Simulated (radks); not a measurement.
The numbers below are computed, except where a source is named.
Spherical jellium clusters: N electrons in a uniform positive sphere of charge N and radius rs N^(1/3), rs = 5.17 bohr. Level of theory: non-relativistic Kohn-Sham, LDA (Slater exchange, Perdew-Wang correlation), spin-polarised, spherical densities (a radial shooting solver with Libxc functionals). Levels are named by radial order and angular momentum (1s, 1p, 1d, 2s, ...), and open shells are averaged over m.

N = 23, configuration 1s2 1p6 1d10 2s2 1f(up 3, down 0). This is the lowest configuration that the search found. Occupied and some empty levels:

| level | occupation | eigenvalue (eV) | <r> (bohr) |
|---|---|---|---|
| 1s up | 1 | -3.8170 | 9.528 |
| 1s down | 1 | -3.7263 | 9.232 |
| 1p up | 3 | -3.4323 | 10.81 |
| 1p down | 3 | -3.3147 | 10.68 |
| 1d up | 5 | -2.9010 | 11.71 |
| 1d down | 5 | -2.7702 | 11.67 |
| 2s up | 1 | -2.4777 | 8.925 |
| 2s down | 1 | -2.4235 | 9.086 |
| 1f up | 3 | -2.2495 | 12.48 |
| 1f down | 0 | -2.1144 | 12.50 |
| 2p up | 0 | -1.6890 | 10.82 |
| 2p down | 0 | -1.6290 | 10.87 |
| 1g up | 0 | -1.5012 | 13.23 |
| 1g down | 0 | -1.3686 | 13.31 |
| 2d up | 0 | -0.93018 | 13.00 |
| 2d down | 0 | -0.86605 | 13.11 |

Energy (eV): total -41.9506, kinetic 25.432, external -1168.7, Hartree 581.95, exchange-correlation -68.081, background 587.43.
